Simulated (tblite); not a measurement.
Compound: C8H7F.
SMILES with atom numbers: `[CH:1]#[C:2]/[CH:3]=[C:4]([F:5])\[CH:6]=[CH:7]\[CH:8]=[CH2:9]` (hydrogens: H10 on C1; H11 on C3; H12 on C6; H13 on C7; H14 on C8; H15, H16 on C9)

Computed with GFN2-xTB (tblite), gas phase: Langevin dynamics at 300 K from the optimised GFN2-xTB geometry, time step 0.5 fs, friction 0.01 fs⁻¹, 2000 steps.

Start geometry:
```
atom  x, y, z in Å
C1     -3.224    2.077   -0.266
C2     -2.907    0.939   -0.041
C3     -2.583   -0.397    0.230
C4     -1.318   -0.859    0.259
F5     -1.141   -2.174    0.535
C6     -0.125   -0.099    0.026
C7      1.117   -0.616    0.068
C8      2.305    0.157   -0.166
C9      3.534   -0.355   -0.122
H10    -3.491    3.072   -0.464
H11    -3.406   -1.071    0.422
H12    -0.288    0.947   -0.191
H13     1.252   -1.667    0.287
H14     2.160    1.206   -0.385
H15     3.703   -1.397    0.095
H16     4.408    0.246   -0.299
```

The statistics below take the 31 frames saved every 25 fs from 250 to 1000 fs; their kinetic temperature (all 3N coordinates) averages 306 K.

Question: How do the bond lengths spread?

Answer: 
```tsv
bond	start (Å)	mean (Å)	standard deviation (Å)	shortest (Å)	longest (Å)
C1≡C2	1.203	1.205	0.019	1.171	1.249
C2–C3	1.401	1.404	0.023	1.350	1.447
C3=C4	1.347	1.348	0.021	1.306	1.397
C4–F5	1.355	1.357	0.026	1.305	1.401
C4–C6	1.433	1.441	0.027	1.391	1.491
C6=C7	1.346	1.349	0.021	1.306	1.389
C7–C8	1.436	1.441	0.027	1.375	1.485
C8=C9	1.332	1.332	0.022	1.288	1.375
C1–H10	1.049	1.053	0.036	0.985	1.116
C3–H11	1.081	1.084	0.020	1.055	1.120
C6–H12	1.081	1.086	0.022	1.041	1.134
C7–H13	1.082	1.085	0.024	1.035	1.134
C8–H14	1.082	1.087	0.024	1.036	1.134
C9–H15	1.077	1.081	0.030	1.017	1.141
C9–H16	1.076	1.081	0.019	1.023	1.112
```

Question: Give the same statistics for bond angles, one of each kind among heavy atoms.

Answer: 
| angle | start (°) | mean (°) | standard deviation (°) | smallest (°) | largest (°) |
| --- | --- | --- | --- | --- | --- |
| C1–C2–C3 | 178.1 | 168.5 | 5.7 | 156.8 | 179.0 |
| C2–C3–C4 | 123.3 | 123.1 | 3.5 | 114.5 | 130.2 |
| C3–C4–F5 | 117.4 | 117.6 | 2.6 | 112.0 | 123.1 |
| C3–C4–C6 | 126.6 | 125.6 | 3.3 | 118.9 | 133.2 |
| F5–C4–C6 | 116.0 | 116.7 | 3.4 | 108.2 | 122.6 |
| C4–C6–C7 | 124.0 | 125.2 | 4.4 | 114.9 | 137.9 |
| C6–C7–C8 | 123.5 | 123.0 | 3.2 | 117.4 | 132.0 |
| C7–C8–C9 | 123.4 | 123.3 | 4.1 | 113.8 | 133.6 |

Question: Follow the torsions C3–C4–C6–C7 and C6–C7–C8–C9 through every second one of these frames.

Answer: 
```tsv
t (fs)	C3–C4–C6–C7 (°)	C6–C7–C8–C9 (°)
250	-167	159
300	176	-175
350	171	-177
400	-178	168
450	167	178
500	178	-178
550	-174	-173
600	176	-169
650	173	-177
700	-171	169
750	179	-174
800	179	-164
850	-171	-179
900	-171	-172
950	162	-156
1000	170	-173
```

Largest departure from the start value over all these frames: C3–C4–C6–C7 23° (start 180°), C6–C7–C8–C9 25° (start 180°).

Question: How widely does the potential energy scatter, against a harmonic estimate?

Answer: Mean 0.53 eV above the start, standard deviation 0.087 eV, range 0.39 to 0.72 eV. For 42 classical harmonic modes at 300 K the canonical values are 42kT/2 = 0.54 eV and kT·√(42/2) = 0.118 eV.

The run is classical and short, so these are rough statistics of one trajectory.

What follows is the cost of the whole dynamics run. Time: 20 s wall; peak memory 0.18 GiB. Hardware: Arm Neoverse N1, one thread, on a shared host.
